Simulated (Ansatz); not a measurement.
`[NH2][GeH2][NH2]` + `[OH]`• → `[NH][GeH2][NH2]`• + H₂O  (hydrogen abstraction from the N–H bond)

Program: Ansatz. Geometries: PBE0-D4/def2-TZVP. ΔE: electronic, gas phase. CCSD(T)/CBS is the MP2 limit (def2-TZVPP, def2-QZVPP) plus CCSD(T) − MP2 in def2-TZVPP, frozen cores. This one scheme is used for every species. Functionals use def2-TZVPP. No spin–orbit coupling; open shells (•) take unrestricted orbitals. For Ge outer-core shells are correlated without core-valence functions, which leaves a few kJ/mol of doubt a bond. Scalar relativity is left out up to krypton. One conformer a species, not always the lowest.

`[NH2][GeH2][NH2]`:

```xyz
9

N    -0.072   -1.459   -0.490
Ge   -0.539    0.230    0.048
N     1.070    1.033    0.401
H     0.467   -1.491   -1.344
H    -0.835   -2.118   -0.551
H    -1.492    0.021    1.247
H    -1.218    1.134   -1.006
H     1.031    2.034    0.534
H     1.588    0.615    1.162
```

`[OH]`•:

Cartesian coordinates in Å:
```
O -0.281 0.367 -0.153
H 0.281 -0.367 0.153
```

`[NH][GeH2][NH2]`•:

Z-matrix (Å, degrees):
```
Ge
N 1 1.829
N 1 1.861 2 104.2
H 1 1.541 2 107.4 3 121.4
H 1 1.552 2 115.8 3 -115.6
H 2 1.011 1 113.9 3 53.9
H 2 1.010 1 115.2 3 -179.0
H 3 1.025 1 109.3 2 166.0
```

H₂O:

Cartesian coordinates in Å:
```
O -0.060 0.355 -0.148
H 0.576 0.103 0.525
H -0.516 -0.458 -0.377
```

(1) Is it downhill or uphill in electronic energy at CCSD(T)/CBS, and by how much? (An estimate is asked.)

(2) What do these levels give: PBE-D4, PBE0-D4, BLYP, SCS-MP2/def2-TZVPP, CCSD/def2-TZVPP, HF/def2-QZVPP? (An estimate is asked.)

Largest T1 diagnostic among the species: 0.013.

Answers

(1) Computed: Downhill: ΔE = -36.3 kJ/mol.

(2) Ansatz gave: PBE-D4 -46.5, PBE0-D4 -34.5, BLYP -47.6, SCS-MP2/def2-TZVPP -30.2, CCSD/def2-TZVPP -30.6, HF/def2-QZVPP -6.1 kJ/mol.

In def2-TZVPP, CCSD(T) changes the Hartree–Fock value by −27.4 kJ/mol (the triples alone add −2.1 kJ/mol) and MP2 by −29.4 kJ/mol. From r2SCAN to r2SCAN0 (25 % exact exchange), in def2-TZVPP and without D4, ΔE moves by +8.9 kJ/mol. At CCSD(T), def2-SVP lies +17.3 kJ/mol from the extrapolated value and def2-TZVPP +3.7 kJ/mol.
